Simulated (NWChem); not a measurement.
System: SnH2S2, singlet; SMILES [SH][Sn][SH]

NWChem input:

```
start job
memory heap 200 mb stack 900 mb global 1100 mb
geometry units angstroms noautoz
  Sn     0.000000     0.000000     0.680252
  S      1.758854     0.004258    -1.025150
  H      2.750246     0.006756    -0.105699
  S     -1.758854    -0.004258    -1.025150
  H     -2.750246    -0.006756    -0.105699
end
basis spherical
  Sn library def2-svp
  S library def2-svp
  H library def2-svp
end
ecp
  Sn library def2-ecp
end
dft
  xc b3lyp
  iterations 150
  mulliken
end
task dft energy
```

Excerpt of the output:

```
             Northwest Computational Chemistry Package (NWChem) 7.3.0
             --------------------------------------------------------

 C2V symmetry detected

                             Geometry "geometry" -> ""
                             -------------------------

 Output coordinates in angstroms (scale by  1.889725989 to convert to a.u.)

  No.       Tag          Charge          X              Y              Z
 ---- ---------------- ---------- -------------- -------------- --------------
    1 Sn                  50.0000     0.00000000     0.00000000     0.66839007
    2 S                   16.0000     1.75885915     0.00000000    -1.03701193
    3 H                    1.0000     2.75025430     0.00000000    -0.11756093
    4 S                   16.0000    -1.75885915     0.00000000    -1.03701193
    5 H                    1.0000    -2.75025430     0.00000000    -0.11756093

 Effective nuclear repulsion energy (a.u.)     418.9106914546

      Symmetry information
      --------------------

 Group name             C2v
 Group number             16
 Group order               4
 No. of unique centers     3

                                 NWChem DFT Module
                                 -----------------

 Summary of "ao basis" -> "ao basis" (spherical)
 ------------------------------------------------------------------------------
       Tag                 Description            Shells   Functions and Types
 ---------------- ------------------------------  ------  ---------------------
 Sn                         def2-svp                10       26   4s4p2d
 S                          def2-svp                 8       18   4s3p1d
 H                          def2-svp                 3        5   2s1p

      Symmetry analysis of basis
      --------------------------

        a1         29
        a2          8
        b1         23
        b2         12

            General Information
            -------------------
          SCF calculation type: DFT
          Wavefunction type:  closed shell.
          No. of atoms     :     5
          No. of electrons :    56
           Alpha electrons :    28
            Beta electrons :    28
          Charge           :     0
          Spin multiplicity:     1
          Use of symmetry is: on ; symmetry adaption is: on
          Maximum number of iterations: 150
          AO basis - number of functions:    72
                     number of shells:    32
          Convergence on energy requested:  1.00D-06
          Convergence on density requested:  1.00D-05
          Convergence on gradient requested:  5.00D-04

              XC Information
              --------------
                         B3LYP Method XC Potential
                     Hartree-Fock (Exact) Exchange  0.200
                        Slater Exchange Functional  0.800 local
                    Becke 1988 Exchange Functional  0.720 non-local
              Lee-Yang-Parr Correlation Functional  0.810
                  VWN I RPA Correlation Functional  0.190 local

             Grid Information
             ----------------
          Grid used for XC integration:  medium
          Radial quadrature: Mura-Knowles
          Angular quadrature: Lebedev.
          Tag              B.-S. Rad. Rad. Pts. Rad. Cut. Ang. Pts.
          ---              ---------- --------- --------- ---------
          Sn                  1.45      123           9.0       590
          S                   1.00       88          12.0       590
          H                   0.35       45          13.0       434
          Grid pruning is: on
          Number of quadrature shells:   256
          Spatial weights used:  Erf1

      Superposition of Atomic Density Guess
      -------------------------------------

 Sum of atomic energies:       -1044.78893793

      Non-variational initial energy
      ------------------------------

 Total energy =   -1009.383701
 1-e energy   =   -1904.880529
 2-e energy   =     680.482410
 HOMO         =      -0.249610
 LUMO         =      -0.040495

      Symmetry analysis of molecular orbitals - initial
      -------------------------------------------------

  Numbering of irreducible representations:

     1 a1          2 a2          3 b1          4 b2

  Orbital symmetries:

     1 a1          2 b1          3 a1          4 b1          5 b1
     6 a1          7 a1          8 b1          9 b2         10 a2
    11 a1         12 b1         13 a1         14 b2         15 b1
    16 a1         17 a1         18 a2         19 b2         20 a1
    21 b1         22 a1         23 a1         24 b1         25 b1
    26 b2         27 a2         28 a1         29 b2         30 b1
    31 a1         32 a1         33 b1         34 a1         35 a1
    36 b2         37 b1         38 a1

     ---------------------------------------------
      Total Density - Mulliken Population Analysis
     ---------------------------------------------

    Atom       Charge   Shell Charges
 -----------   ------   -------------------------------------------------------
    1 Sn  22    21.10   1.60  0.43  1.20  0.65  3.27  2.72  0.66  0.47  9.77  0.32
    2 S   16    16.65   2.00  1.99  1.21  0.66  5.94  1.84  2.99  0.02
    3 H    1     0.80   0.58  0.19  0.03
    4 S   16    16.65   2.00  1.99  1.21  0.66  5.94  1.84  2.99  0.02
    5 H    1     0.80   0.58  0.19  0.03

[...]
```

Level: B3LYP/def2-SVP with def2 effective core potentials on Sn. Low-valent species are run as closed-shell singlets; no triplet was tried in these runs. All runs use the structure optimised with PBE0/def2-SVP. def2 effective core potentials on Sn; no spin-orbit coupling.
